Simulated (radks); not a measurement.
Results of a calculation; reference values are marked as such.
Polarisability of the thallium ion Tl+, [Hg], at imaginary frequency. Level of theory: non-relativistic Kohn-Sham, LDA (Slater exchange, VWN5 correlation), spin-polarised, spherical densities, point nucleus; relativity is left out, which matters for an element this heavy (a radial shooting solver on a logarithmic mesh with Libxc functionals). Response by self-consistent Sternheimer equations with the Hartree and adiabatic LDA kernel.

w (hartree),alpha1(iw) (bohr^3),alpha2(iw) (bohr^5)
0.00266,29.36,175.8
0.0143,29.29,175.6
0.0360,28.91,174.7
0.0697,27.75,171.7
0.118,25.26,164.6
0.186,21.25,150.6
0.280,16.43,128.0
0.413,11.94,98.47
0.605,8.418,67.74
0.892,5.804,41.97
1.35,3.822,23.71
2.12,2.273,12.13
3.59,1.124,5.320
6.94,0.4201,1.735
17.5,0.1022,0.3139

Static values: alpha1 = 29.36 bohr^3 (4.351 angstrom^3; uncoupled 59.56), alpha2 = 175.8 bohr^5, alpha3 = 1995 bohr^7. C6 = 233.7, C8 = 8013, triple-dipole C9 = 4596 atomic units. One-pole (London) frequency 4 C6 / (3 alpha1^2) = 0.362 hartree, against 0.523 for minus the highest occupied eigenvalue. The dipole shielding factor is 0.987, as the force sum rule N/Z = 0.988 demands.
